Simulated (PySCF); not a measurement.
A PySCF script (with the pyscf-properties extension) for the NMR shieldings of SMILES O1[Si@H](O[SiH3])OC[SiH2]1, CH8O3Si3, on a GFN2-xTB geometry:

```python
import basis_set_exchange as bse
import numpy as np
from pyscf import gto, dft
from pyscf.prop import nmr

atoms = """
Si    2.853145   -0.108299    0.386371
O     1.642703    0.915227    0.020062
Si    0.067105    1.124231   -0.187366
O    -0.792927    0.751538    1.134145
C    -1.901388   -0.122850    0.979795
Si   -1.784802   -0.854516   -0.796521
O    -0.537556    0.060704   -1.287741
H     4.029112    0.681525    0.031231
H     2.733951   -1.330739   -0.409974
H     2.785349   -0.417696    1.815065
H    -0.130109    2.469829   -0.673731
H    -2.812433    0.461686    1.140431
H    -1.845009   -0.864372    1.780053
H    -2.942367   -0.506501   -1.609665
H    -1.369188   -2.251777   -0.808174
"""
names = dict.fromkeys(["Si", "O", "C", "H"], "pcSseg-1")
basis = {el: gto.basis.parse(bse.get_basis(n, elements=[el], fmt="nwchem")) for el, n in names.items()}
mol = gto.M(atom=atoms, basis=basis, charge=0, verbose=0)
mf = dft.RKS(mol, xc="PBE0")
mf.grids.level = 2
mf.grids.alignment = dft.numint.BLKSIZE   # the property module wants whole blocks of grid points
mf.conv_tol = 1e-9
mf.kernel()

calc = nmr.RKS(mf)   # GIAO
C = mf.mo_coeff
Co = C[:, mf.mo_occ > 0]
resp = mf.gen_response(singlet=True, hermi=2)
def vind(x):   # induced exchange potential for any number of trial vectors
    d = np.einsum("pi,xij,qj->xpq", C, 2 * x.reshape(-1, C.shape[1], Co.shape[1]), Co, optimize=True)
    return np.einsum("xpq,pi,qj->xij", resp(d - d.transpose(0, 2, 1)), C, Co, optimize=True).ravel()
mo1, _ = nmr.rhf.solve_mo1(calc, with_cphf=vind)
sigma = calc.kernel(mo1)
for i, s in enumerate(sigma):   # ppm
    print("%2d %-2s %9.2f" % (i, mol.atom_pure_symbol(i), np.trace(s) / 3))
```

Task: What are the results?

Result: 
```
 0 Si    392.76
 1 O     283.46
 2 Si    398.34
 3 O     301.71
 4 C     132.45
 5 Si    369.77
 6 O     271.33
 7 H      26.61
 8 H      26.50
 9 H      26.54
10 H      27.42
11 H      27.65
12 H      27.55
13 H      26.67
14 H      26.63
```

These numbers come from an equivalent density-fitted implementation of the same equations, which agrees with the script to about 0.01 ppm for H and up to a few tenths of a ppm for heavy atoms, so last digits may differ.

Task: Turn these shieldings into chemical shifts. References, each an isolated molecule treated in the same way: 29Si (σref 349.16) and 13C (σref 186.93) and 1H (σref 31.72) against TMS; H2O for 17O (σref 336.08).

Result: Averaging equivalent atoms: Si 5: -20.6; Si 0: -43.6; Si 2: -49.2; O 6: 64.8; O 1: 52.6; O 3: 34.4; C 4: 54.5; H 7/8/9: 5.17; H 14: 5.09; H 13: 5.05; H 10: 4.30; H 12: 4.17; H 11: 4.07 ppm. Experimental scales use liquid or dissolved standards, which lie at an offset from isolated H2O (liquid H2O: subtract about 36 ppm).

Size and cost of the density-fitted run: 180 basis functions, 60 s wall time on 1 thread of an Arm Neoverse N1, shared host; peak memory 0.82 GiB.
